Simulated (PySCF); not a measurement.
## Levels of I³⁴⁺ from EOM-EA-GCCSD

Reference: closed-shell I³⁵⁺, [Ar]; one electron is added. Calculated with PySCF 2.14, two-component X2C-1e with screened spin-orbit coupling, an uncontracted even-tempered set (18 s from 2.2 bohr⁻², ratio 2.6; 14 p from 2.9 bohr⁻², ratio 2.6; 6 d from 3 bohr⁻², ratio 2.8; 3 f from 52 bohr⁻², ratio 2.8); frozen [Ne]; the 62 highest virtual spinors dropped; of the others 50 kept and the rest restored at second order. No Breit or QED terms. Binding energies in eV.

| level | Koopmans | second order | EOM-CCSD |
| --- | --- | --- | --- |
| 3d3/2 | 2179.2 | 2180.5 | 2180.3 |
| 3d5/2 | 2163.9 | 2165.1 | 2164.8 |

For comparison, the ionisation energy of I³⁴⁺ is 2181 ± 5 eV (theoretical estimate listed by NIST; NIST Atomic Spectra Database, ionization energies).

Only part of the computed levels is shown.
